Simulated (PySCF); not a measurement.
AlClGeH2O (calculated)

Computed with PySCF 2.14.0. Calculation on a computer-drawn molecule: optimised geometry and harmonic frequencies of an isolated molecule of the commonest isotopes, restricted reference for singlets and unrestricted otherwise, frozen core in MP2; on germanium a core potential holds 10 electrons, which the energies leave out, and 3d is frozen in MP2 and coupled-cluster steps.

Entry: AlClGeH2O

Start structure:
```xyz
6
AlClGeH2O
O     -2.2011    -1.1514     0.7537
Al    -0.7668    -0.7418     0.9467
Ge     1.6375    -0.1153     1.2867
Cl     2.6662    -1.2440     2.7186
H      2.4971    -0.1619     0.0683
H      1.8559     1.3828     1.7274
```

* charge: 0
* multiplicity: 1
* method: HF
* basis: cc-pV(D+d)Z
* basis and core potential on germanium: cc-pVDZ-PP ECP10MDF

Drawn bonds:
| atom | other atom | order |
| --- | --- | --- |
| 1 | 2 | 2 |
| 2 | 3 | 1 |
| 3 | 4 | 1 |
| 3 | 5 | 1 |
| 3 | 6 | 1 |

Q: Give the missing rotational constants for AlClGeH2O.
A: 5.536, 1.259, 1.039 GHz

Q: AlClGeH2O: total energy?
A: -1070.8521 hartree

Q: Give the table of modes values for AlClGeH2O.
A: 
Modes:
| frequency (cm⁻¹) | reduced mass (dalton) |
| --- | --- |
| 77.23 | 21.97 |
| 148.3 | 8.766 |
| 188 | 23.4 |
| 294.2 | 23.24 |
| 423.7 | 40.76 |
| 439.2 | 1.162 |
| 688.8 | 1.032 |
| 792.3 | 1.044 |
| 937.5 | 1.022 |
| 1203 | 19.14 |
| 2267 | 1.015 |
| 2268 | 1.025 |

Further results for AlClGeH2O:

* convergence status largest gradient component: 2.919e-05 hartree/bohr

Optimised structure:
```xyz
6
AlClGeH2O
O     -2.1774    -1.1721     0.7843
Al    -0.6778    -0.7457     0.9850
Ge     1.6875    -0.0080     1.2404
Cl     2.5444    -1.3196     2.7547
H      2.5049    -0.2019    -0.0295
H      1.8072     1.4158     1.7664
```
